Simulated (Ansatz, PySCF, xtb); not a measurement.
Gas-phase reaction in SMILES: C[Se]C(C)[Se]C [1,1-bis(methylselanyl)ethane] + 5 [H][H] (H2) -> 4 C (CH4) + 2 [SeH2] (H2Se)
Geometries: B3LYP-D3(BJ)/def2-TZVP minima from Ansatz (a quantum-chemistry and plane-wave program), one conformer each, not searched for the lowest. Frequencies are from Ansatz or PySCF.
Geometry of the first species:
```xyz
16

C      2.1557    -0.4430    -1.2707
Se     1.5430     0.8705     0.0490
C     -0.3905     0.6778    -0.2701
C     -1.1269     1.8477     0.3560
Se    -0.9821    -1.0728     0.4372
C     -2.7013    -1.1728    -0.5125
H      1.9152    -0.1033    -2.2755
H      1.6896    -1.4034    -1.0667
H      3.2348    -0.5200    -1.1572
H     -0.5369     0.6498    -1.3488
H     -2.2035     1.7450     0.2107
H     -0.9391     1.8981     1.4290
H     -0.8097     2.7890    -0.0990
H     -3.3758    -0.3893    -0.1759
H     -3.1305    -2.1443    -0.2757
H     -2.5391    -1.1022    -1.5862
```

Quantity: energy of full hydrogenation (enthalpy at 298 K, with B3LYP-D3(BJ) rigid-rotor harmonic-oscillator terms), in kcal/mol. Correlated levels leave the core frozen unless marked. Spin-orbit coupling is left out. Frozen are the shells of the preceding noble gas and the d and f shells that filled before the atom's block. Non-relativistic. Basis-set limits of correlation are two-point, X^-3; Hartree-Fock from the larger set. The bracket is a focal-point correction in the basis named.

```tsv
level	program	energy of full hydrogenation (kcal/mol)	minus last row
GFN1-xTB	xtb	-127.9	-60.9
HF/cc-pVTZ	Ansatz	-96.0	-29.0
PBE-D3(BJ)/def2-TZVPD	Ansatz + dftd3	-63.3	3.7
B3LYP/def2-TZVPD	Ansatz	-80.2	-13.2
PBE0-D3(BJ)/def2-TZVPD	Ansatz + dftd3	-68.7	-1.7
PBE0-D4/def2-TZVP	Ansatz + dftd4	-68.3	-1.3
BHLYP-D3(BJ)/def2-TZVPD	Ansatz + dftd3	-74.9	-7.9
BHLYP/def2-TZVPD	Ansatz	-85.2	-18.2
B2GP-PLYP-D4/def2-TZVPD	Ansatz + dftd4	-67.2	-0.2
B2PLYP-D3(BJ)/def2-TZVPD	Ansatz + dftd3	-65.6	1.4
RPA@PBE/cc-pVQZ	Ansatz	-66.7	0.3
MP2/aug-cc-pVDZ	Ansatz	-63.3	3.7
RI-MP2/cc-pVQZ	Ansatz	-60.6	6.4
SCS-MP2/6-31G	Ansatz	-49.7	17.3
SCS-MP2/cc-pVDZ	Ansatz	-74.7	-7.7
CCSD/STO-3G	Ansatz	-41.1	25.9
CCSD/CBS(cc-pVTZ,cc-pVQZ)	Ansatz	-73.7	-6.7
CCSD(T)/cc-pVDZ	Ansatz	-76.9	-9.9
CCSD(T)/aug-cc-pVTZ	Ansatz	-66.4	0.6
RI-MP2/CBS(aug-cc-pVTZ,aug-cc-pVQZ)+[CCSD(T)-MP2]/aug-cc-pVDZ	Ansatz	-65.0	2.0
CCSD(T)/CBS(cc-pVTZ,cc-pVQZ)	Ansatz	-67.0	0.0
```
